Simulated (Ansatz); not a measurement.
`O[SiH2][SnH2][OH]` → `O[SiH]` + `[OH][SnH3]` at 500 K and 1 bar (silylene formation by 1,1-elimination).

Gas-phase electronic energies from Ansatz, PBE0-D4/def2-TZVP geometries. CCSD(T)/CBS is the MP2 limit (def2-TZVPP, def2-QZVPP) plus CCSD(T) − MP2 in def2-TZVPP, frozen cores. This one scheme is used for every species. Elements past krypton have def2 core potentials. For Sn outer-core shells are correlated without core-valence functions, which leaves a few kJ/mol of doubt a bond. One conformer a species, not always the lowest.

| species | CCSD(T)/CBS energy (Eh) | H − E (kJ/mol) | S (J/(mol·K)) |
| --- | --- | --- | --- |
| `O[SiH2][SnH2][OH]` | -657.10888 | 205.0 | 459.8 |
| `O[SiH]` | -365.43832 | 75.8 | 267.5 |
| `[OH][SnH3]` | -291.59405 | 117.0 | 327.9 |

H − E and S are ideal-gas, rigid-rotor, harmonic terms from PBE0-D4/def2-TZVP, for one conformer and one mirror image of each species. 1 Eh = 2625.50 kJ/mol, R = 8.31446 J/(mol·K).

Q: By hand: ΔE, ΔH, ΔS and ΔG.

A: ΔE = (-365.43832) + (-291.59405) − (-657.10888) = 0.07651 Eh = 200.9 kJ/mol. Δ(H − E) = 75.8 + 117.0 − 205.0 = -12.2, so ΔH = 188.7 kJ/mol. ΔS = 267.5 + 327.9 − 459.8 = 135.6 J/(mol·K). ΔG = 188.7 − 500 × (135.6)/1000 = 120.9 kJ/mol.

Q: By hand: the equilibrium constant, and the temperature at which ΔG would vanish if ΔH and ΔS stayed fixed.

A: log₁₀ K = −ΔG/(RT ln 10) = -12.6. ΔG = 0 at ΔH/ΔS = 1392 K.

The number of gas molecules changes by +1, which sets the sign of ΔS. A doubt of 5 kJ/mol in ΔE shifts log₁₀ K by 0.5 here. Other conformers and mirror images would add mixing entropy, several J/(mol·K) or more a flexible species. Modes under 60 cm⁻¹, often nearly free rotors, make the harmonic entropy too high. These are equilibria of isolated gas molecules and say nothing of rates. Largest T1 diagnostic: 0.016 (customary marks: 0.02 for closed shells, 0.045 for open ones).
